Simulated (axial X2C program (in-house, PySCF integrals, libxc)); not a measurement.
# Working with the constants of NbCl

A bond curve at the CCSD(T) level, two-component, was computed with an in-house all-electron X2C program for linear molecules (integrals from PySCF) (basis Nb dyall-cv3z [11s12p9d5f3g], Cl dyall-av3z [9s8p3d2f] (cores contracted in-house)) for the state Ω = 1 (⟨Sz⟩ = 2.00, ⟨Lz⟩ = -1.00 at HF). Its fit gives Re = 2.3033 Å, ωe = 392.7 cm⁻¹, ωexe = 1.22 cm⁻¹ and αe = 5.308e-04 cm⁻¹; the masses are 92.9064 and 34.9689 u. Two-component means X2C with spin–orbit coupling and atomic mean-field Coulomb and Gaunt terms.

Correlated methods: 20 electrons correlated (number of frozen shells: Nb 3 s, 2 p, 1 d; Cl 2 s, 1 p), 292 virtual spin orbitals or spinors in MP2, 140 natural virtuals in coupled cluster.

Problem. Find the reduced mass, Be and the force constant.

Solution. From the CCSD(T) values: μ = 25.4063 u. Be = 16.8576/(μ Re²) = 0.1251 cm⁻¹. k = 5.8918×10⁻⁷ μ ωe² = 2.31 mdyn/Å.

Problem. A Morse curve ties αe to the other constants (Pekeris). How well does that hold?

Solution. αe(Morse) = 6Be²/ωe × (√(ωexe/Be) − 1) = 5.075e-04 cm⁻¹; the CCSD(T) curve gives 5.308e-04 cm⁻¹, a ratio of 0.96.

Problem. Estimate De from a Morse curve and compare with the computed well depth of 4.377 eV to Nb + Cl.

Solution. De(Morse) = ωe²/(4ωexe) = 3.918 eV against 4.377 eV computed, a ratio of 0.90. For De the Morse form works well here.

Problem. Where do the fundamental and the first overtone lie?

Solution. ν(1←0) = ωe − 2ωexe = 390.3 cm⁻¹; ν(2←0) = 2ωe − 6ωexe = 778.1 cm⁻¹.

Problem. Estimate the centrifugal constant by the Kratzer relation.

Solution. D = 4Be³/ωe² = 5.07e-08 cm⁻¹.

The state is a single determinant with fixed occupations, the lowest that a limited PBE0 search found. De is counted from the lowest determinant-based energies of the atoms at the same level, without counterpoise correction. CCSD and (T) use frozen natural virtuals with an MP2 correction for the truncation; (T) itself is uncorrected, so its De runs slightly low. Other states lie close and PBE0, whose exact exchange favours high spin, may order them wrongly; the determinant shown need not be the ground state. The nearest other 2c determinant of the search, Ω = 3, lies 0.07 eV up at the distance of the search. With several unpaired electrons one determinant need not be a pure state. Open-shell Ω = 0 determinants with evenly filled partner blocks cannot be reached by this program, so the Ω shown need not be the lowest component.
